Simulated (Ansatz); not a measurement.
(ZnSe)n: r2SCAN-D4/def2-TZVP single points in Ansatz on relaxed structures, gas phase. Each cluster is the lowest isomer that a short search found in that spin, judged at the geometry's level, and lower ones may exist. Binding counts from free atoms in the multiplicity of their measured ground term, without zero-point energy. The structures are stationary points that may keep the symmetry of their start.

```json
{"species": "(ZnSe)2 ring (Zn2Se2)", "atoms": "4", "state": "singlet", "geometry": "r2SCAN-D4/def2-SVP", "HOMO (eV)": "-5.66", "LUMO (eV)": "-3.67", "gap (eV)": "1.99", "binding per atom (eV)": "1.80", "point group (within 0.1 Å)": "D2h"}
{"species": "Zn3Se3", "atoms": "6", "state": "singlet", "geometry": "PBE-D4/def2-SVP", "HOMO (eV)": "-6.21", "LUMO (eV)": "-2.91", "gap (eV)": "3.30", "binding per atom (eV)": "2.24", "point group (within 0.1 Å)": "D3h"}
```

Question: Estimate the rows for (ZnSe)4 cube (Zn4Se4) (singlet, PBE-D4/def2-SVP geometry).

Answer: 
| species | atoms | state | geometry | HOMO (eV) | LUMO (eV) | gap (eV) | binding per atom (eV) | point group (within 0.1 Å) |
| --- | --- | --- | --- | --- | --- | --- | --- | --- |
| (ZnSe)4 cube (Zn4Se4) | 8 | singlet | PBE-D4/def2-SVP | -6.39 | -3.44 | 2.95 | 2.29 | Td |

The gap (eV) runs from 1.99 ((ZnSe)2 ring) to 3.30 (Zn3Se3). The binding per atom (eV) runs from 1.80 ((ZnSe)2 ring) to 2.29 ((ZnSe)4 cube).
